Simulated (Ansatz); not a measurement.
Calculated with Ansatz (gas phase, PBE0-D4/def2-TZVP geometries, no zero-point term in ΔE). CBS: MP2 limit from def2 TZ/QZ plus the TZ coupled-cluster correction, frozen cores. This one scheme is used for every species. DFT in def2-TZVPP. For As, Se outer-core shells are correlated without core-valence functions, which leaves a few kJ/mol of doubt a bond. Scalar relativity is left out up to krypton. One conformer a species, not always the lowest.

Reaction (formal exchange of groups at the Se–As bond): `C[Se][AsH2]` + `[F][AlH][F]` → `C[Se][Al]([F])[F]` + arsine

```csv
level,ΔE (kcal/mol),difference from CCSD(T)/CBS
PBE-D4,-16.7,1.5
BLYP-D4,-15.5,2.7
r2SCANh-D4,-18.7,-0.5
ωB97M-V,-17.6,0.6
B2PLYP,-17.2,1.0
PBE-QIDH,-18.3,-0.1
MP2/def2-SVP,-19.9,-1.7
SCS-MP2/def2-TZVPP,-17.2,1.0
SCS-MP2/def2-QZVPP,-17.2,1.0
MP2/CBS(def2),-17.5,0.7
CCSD(T)/CBS,-18.2,0
```

Largest T1 diagnostic among the species: 0.013.

From PBE to PBE0 (25 % exact exchange), in def2-TZVPP and without D4, ΔE moves by −0.9 kcal/mol. Leaving LDA and LC-ωPBE aside and taking each functional with its dispersion term where it has one, the values, not all of them listed here, spread over 3.4 kcal/mol, from r2SCAN0-D4 to BLYP-D4. LDA lies −1.3 kcal/mol from PBE without D4. At CCSD(T), def2-SVP lies −2.0 kcal/mol from the extrapolated value and def2-TZVPP −0.1 kcal/mol.
